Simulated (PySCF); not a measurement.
Electron correlation in B (boron, neutral)

[He] 2s1 2p2, high-spin 4P determinant (an excited configuration). Calculation: PySCF 2.14, in x2c-QZVPPall; the spin-free X2C one-electron Hamiltonian (Gaussian nucleus). Frozen: nothing; 5 electrons correlated.

| level | correlation energy (mhartree) |
| --- | --- |
| CCSD | -37.10 |
| (T) | -0.18 |
| CCSD(T) | -37.28 |

Diagnostics: T1 = 0.0029, D1 = 0.0054, largest double amplitude 0.035.

Is a single reference adequate?

Yes: T1 lies below 0.03 and no double amplitude reaches 0.07.

This basis was not built for core-valence correlation, so the inner-shell part is incomplete.
